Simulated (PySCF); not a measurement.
PySCF input file for TiCl3, SMILES [Cl][Ti+]([Cl])[Cl], charge +1, multiplicity 1, PBE0/pcSseg-1. Geometry optimised at PBE0-D3(BJ)/def2-SVP. The multiplicity is an assumed one; other spin states were not compared. The isomer is the one that the SMILES or the coordinates give; other isomers of the formula were not compared.

```python
import numpy as np
from pyscf import gto, scf, dft
from pyscf.prop.nmr import rks as nmr

mol = gto.M(
    atom='''
    Ti    0.00000000   -0.00000000    0.48180857
    Cl    1.71342110    0.98924413   -0.20783899
    Cl    0.00000001   -1.97848827   -0.20783899
    Cl   -1.71342111    0.98924413   -0.20783899
    ''',
    basis='pcSseg-1',
    charge=1,
    spin=0,
    max_memory=1600,
    verbose=3,
)
mf = dft.RKS(mol, xc='pbe0')
mf.grids.level = 3
mf.conv_tol = 1e-10
mf.max_cycle = 100
mf.kernel()
n = nmr.NMR(mf)
n.verbose = 2
n.max_cycle_cphf = 60
sigma = n.kernel()
print('atom   isotropic/ppm   span/ppm')
for i, s in enumerate(sigma):
    w = np.linalg.eigvalsh((s + s.T) / 2)
    print(f'{mol.atom_symbol(i):2s}{i + 1:3d} {w.mean():14.3f} {w[2] - w[0]:11.3f}')
```

Output:

```
converged SCF energy = -2229.11337644718
atom   isotropic/ppm   span/ppm
Ti  1      -1072.643     563.238
Cl  2       -569.137    2488.446
Cl  3       -569.151    2488.473
Cl  4       -569.137    2488.446
```

The run converged.

Cost: about 25 core-seconds (a rough figure).
